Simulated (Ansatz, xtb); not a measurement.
**Isomers of C5H9OS+ in order of energy**

3 gas-phase structures of C5H9OS+, from a drawn sample of its isomers (lower ones may exist). Each was relaxed with GFN2-xTB; where two conformers were screened, the lower at r2SCAN-D4/def2-SVP is listed:

A. `CSCCCC#[O+]`, a singlet
B. `CS[C@H](C)CC#[O+]`, a singlet
C. a singlet given by its coordinates

C (Å):

```xyz
16

C    -0.0442    2.7758   -0.0960
C     0.5667   -0.0843   -0.0297
C    -0.3675   -0.0805    1.1505
C     2.0609    0.0994    0.2698
C     2.3356    1.2878   -0.5559
O     3.1750    2.0386   -0.8324
S     0.4677    1.4110   -1.1704
H     0.5550    2.8263    0.8065
H     0.0856    3.6855   -0.6777
H    -1.0963    2.6473    0.1398
H     0.3694   -0.9434   -0.6712
H    -0.2081   -0.9949    1.7200
H    -1.4053   -0.0738    0.8278
H    -0.1947    0.7605    1.8161
H     2.6937   -0.7427   -0.0255
H     2.2847    0.2943    1.3236
```

Close contacts (Å): C1–S7 1.81, C2–C3 1.51, C2–C4 1.53, C2–S7 1.88, C4–C5 1.47, C5–O6 1.16, C5–S7 1.97, C1–H8 1.08, C1–H9 1.09, C1–H10 1.09, C2–H11 1.09, C3–H12 1.09, C3–H13 1.09, C3–H14 1.09, C4–H15 1.09, C4–H16 1.09.

Estimate their order in r2SCAN-D4/def2-SVP energy at these geometries, lowest first.

Calculated order at r2SCAN-D4/def2-SVP: C (0.000), A (0.337), B (0.492) eV.

Energies above the lowest of each column, in eV; the last columns are at PBE-D3(BJ)/def2-SVP geometries:

```tsv
structure	GFN2-xTB	HF/STO-3G	r2SCAN-D4/def2-SVP	PBE-D3(BJ)/def2-SVP	CCSD(T)/def2-SVP + ΔMP2/def2-TZVPP
C	0.000	0.000	0.000	0.000	0.000
A	0.551	1.330	0.337	0.363	0.452
B	0.734	1.222	0.492	0.551	0.411
```

Every level run on C puts it lowest or level with the lowest. CCSD(T)/def2-SVP + ΔMP2/def2-TZVPP orders those it was run on as C (0.000), B (0.411), A (0.452) eV. Less than 1 kcal/mol parts B and A, so the order within that pair means little. Flexible structures stand in one conformer each, not always the lowest. ΔMP2 is the change of the MP2 energy from the smaller to the larger basis.

Programs: Ansatz 0.2.0, xtb 6.7.1.
